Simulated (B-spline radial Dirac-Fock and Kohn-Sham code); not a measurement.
## X-ray scattering factor of Lu

System: the Lu atom in the configuration [Xe] 4f14 5d2 6s1 (an excited configuration).

These are calculated numbers from a radial finite-basis atomic code; the model is configuration-average Dirac-Fock orbitals. f₀ is the Fourier transform of the spherical electron density, S the Waller-Hartree incoherent function, and s = sin θ/λ.

```
s (Å⁻¹)      f₀       S
      0  71.000   0.000
   0.05  69.734   1.713
    0.1  66.885   4.510
   0.15  63.591   7.132
    0.2  60.165   9.738
   0.25  56.683  12.240
    0.3  53.245  14.589
   0.35  49.951  16.799
    0.4  46.865  18.875
   0.45  44.011  20.811
    0.5  41.385  22.602
    0.6  36.739  25.808
    0.7  32.762  28.650
    0.8  29.342  31.245
    0.9  26.417  33.643
      1  23.949  35.868
    1.1  21.899  37.947
    1.2  20.216  39.903
    1.4  17.706  43.481
    1.6  15.938  46.593
    1.8  14.535  49.215
      2  13.276  51.387
    2.5  10.369  55.392
      3   8.006  58.203
    3.5   6.420  60.350
      4   5.465  62.051
      5   4.431  64.551
      6   3.660  66.251
```

f₀ starts at the number of electrons, 71, and has fallen to half at s ≈ 0.63 Å⁻¹. The sum of ⟨r²⟩ over the electrons is 75.21 bohr². It fixes the forward electron scattering factor, f_e(0) = (a₀/3)Σ⟨r²⟩ = 13.267 Å.
